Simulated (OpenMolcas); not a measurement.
## Au5+ in a point-charge field

Au5+ among 4 point charges of -0.98 e arranged as a tetrahedron (Td), 1.91 Å from the ion.

```
Program             : OpenMolcas 26.06
Method              : CASSCF
Basis               : ANO-RCC-VTZP [8s7p5d3f1g]
Scalar Hamiltonian  : DKH2, point nucleus
Active space        : 6 electrons in 5 orbitals (5d)
State averaging     : 2S+1 = 5 even, 5 roots; 2S+1 = 3 even, 45 roots; 2S+1 = 1 even, 50 roots
Spin-orbit coupling : state interaction with AMFI integrals over the reference wave functions
```

The lowest spin-free states (labels of Td), above the lowest:

```tsv
State	Degeneracy	E (cm-1)	Free-ion L (%)
5E	2	0.0	D (100)
5T2	3	1646	D (100)
3T1	3	20403	H (90)
3E	2	20968	H (99)
3T2	3	21888	H (93)
3T1	3	22131	H (84)
3T1	3	23857	P (52)
3A2	1	24084	F (100)
3T2	3	24747	F (88)
3A1	1	25662	G (100)
3T1	3	26025	F (70)
3E	2	26536	G (98)
3T1	3	26558	G (84)
3T2	3	27700	G (95)
1E	2	30683	I (95)
1T2	3	30771	I (89)
1A2	1	31332	I (100)
1T2	3	32202	I (66)
1A1	1	32228	I (73)
1T1	3	32298	I (79)
```

The lowest levels with spin-orbit coupling:

```json
{"E (cm-1)": "0.0", "Degeneracy": "1", "Label": "A1", "2S+1": "5 (80 %)"}
{"E (cm-1)": "72.0", "Degeneracy": "3", "Label": "T1", "2S+1": "5 (79 %)"}
{"E (cm-1)": "94.5", "Degeneracy": "2", "Label": "E", "2S+1": "5 (79 %)"}
{"E (cm-1)": "251.4", "Degeneracy": "3", "Label": "T2", "2S+1": "5 (77 %)"}
{"E (cm-1)": "7988", "Degeneracy": "2", "Label": "E", "2S+1": "5 (57 %)"}
{"E (cm-1)": "8212", "Degeneracy": "3", "Label": "T2", "2S+1": "5 (61 %)"}
{"E (cm-1)": "8944", "Degeneracy": "1", "Label": "A2", "2S+1": "5"}
{"E (cm-1)": "9897", "Degeneracy": "3", "Label": "T2", "2S+1": "5 (86 %)"}
{"E (cm-1)": "10271", "Degeneracy": "3", "Label": "T1", "2S+1": "5"}
{"E (cm-1)": "14113", "Degeneracy": "3", "Label": "T1", "2S+1": "5 (80 %)"}
{"E (cm-1)": "14199", "Degeneracy": "1", "Label": "A1", "2S+1": "5 (73 %)"}
{"E (cm-1)": "20065", "Degeneracy": "3", "Label": "T2", "2S+1": "3 (63 %)"}
{"E (cm-1)": "20983", "Degeneracy": "2", "Label": "E", "2S+1": "3 (65 %)"}
{"E (cm-1)": "21310", "Degeneracy": "3", "Label": "T1", "2S+1": "3 (66 %)"}
{"E (cm-1)": "21691", "Degeneracy": "1", "Label": "A1", "2S+1": "3 (66 %)"}
{"E (cm-1)": "26265", "Degeneracy": "1", "Label": "A1", "2S+1": "3 (85 %)"}
{"E (cm-1)": "26309", "Degeneracy": "3", "Label": "T1", "2S+1": "3 (85 %)"}
{"E (cm-1)": "26355", "Degeneracy": "2", "Label": "E", "2S+1": "3"}
{"E (cm-1)": "26366", "Degeneracy": "3", "Label": "T2", "2S+1": "3 (84 %)"}
{"E (cm-1)": "26401", "Degeneracy": "3", "Label": "T1", "2S+1": "3"}
```

Powder χT (cm3 K/mol): 0.202 at 2 K, 1.01 at 10 K, 3.98 at 50 K, 4.73 at 100 K, 5.02 at 200 K, 5.09 at 300 K. The effective moment at 300 K is 2.828 √(χT) = 6.38 μB.

A least-squares ligand-field fit to the states below 45000 cm-1, each weighted by its degeneracy and with a free common offset, gives 10Dq = -1618 cm-1 (negative for this site), B = 1000 cm-1 and C = 4168 cm-1 (C/B = 4.17), with an rms deviation of 20 cm-1.

Spin-orbit coupling mixes the spin-free states strongly: the lowest level takes only 52 % from its leading state, 5E. An orbital doublet at a regular site is open to a Jahn-Teller distortion, which this geometry leaves out. Without dynamic correlation the repulsion within the d shell is too large (B by tens of per cent), so at a given field states of lower spin stand too high. Point charges give a weaker field than real ligands, and real ions of this kind are as a rule low spin; the high spin found here belongs to the model. The ground term spreads over less than 5000 cm-1, several times less than with real ligands, so orbital moments are less quenched and χT lies further from the spin-only value than at real sites. Point charges carry no covalency, so the field is a model and not that of real ligands. No measured value stands beside these numbers.
